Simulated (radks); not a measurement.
The numbers below are computed, except where a source is named.
Neutral platinum inside a hard spherical wall (all orbitals vanish at R), configuration held at [Xe] 4f14 5d9 6s1 and not refilled when levels cross. Level of theory: scalar-relativistic Kohn-Sham, r2SCAN, spin-polarised, spherical densities, finite nucleus; open shells are filled with parallel spins first (spin-orbit coupling, left out, can overturn this in heavy ions); meta-GGA in the generalised Kohn-Sham scheme; Fermi nuclear charge, rms radius 5.427 fm (a radial shooting solver on a logarithmic mesh with Libxc functionals). Eigenvalues in eV for spin up, with the zero of energy where the potential of the charges vanishes at infinity; a dash marks a level that is unbound or too diffuse for the functional's potential to be trusted. A positive occupied level is held by the wall or, in an anion where self-interaction has pushed it up, behind a barrier. The pressure on the wall is -dE/dV.

R (bohr)  E (hartree)  kinetic (hartree)    e(4f)    e(5p)   e(5d)   e(6s)  e(6p, empty)  e(7s, empty)  pressure (GPa)
free      -18411.7777          20525.223  -70.798  -57.771  -6.747  -6.406             -             -               0
20        -18411.7777          20525.223  -70.798  -57.771  -6.747  -6.406        -0.746             -        < 0.0001
12        -18411.7777          20525.224  -70.797  -57.771  -6.746  -6.405        -0.710         1.400        0.000104
10        -18411.7777          20525.224  -70.791  -57.764  -6.741  -6.400        -0.630         2.403         0.00235
6         -18411.7599          20525.359  -70.147  -57.138  -6.187  -5.803         1.146        12.312            1.62
5         -18411.7045          20525.691  -68.897  -55.964  -5.151  -4.494         3.678        22.297            9.93
4         -18411.4510          20526.960  -65.192  -52.641  -2.099  -0.059        10.830        45.502            74.4
3         -18410.0486          20532.957  -53.582  -42.968   7.985  17.578        35.772        111.35             810
1.5       -18358.2631          20718.041   66.092   74.752  156.03  347.77        415.08        856.45          167000
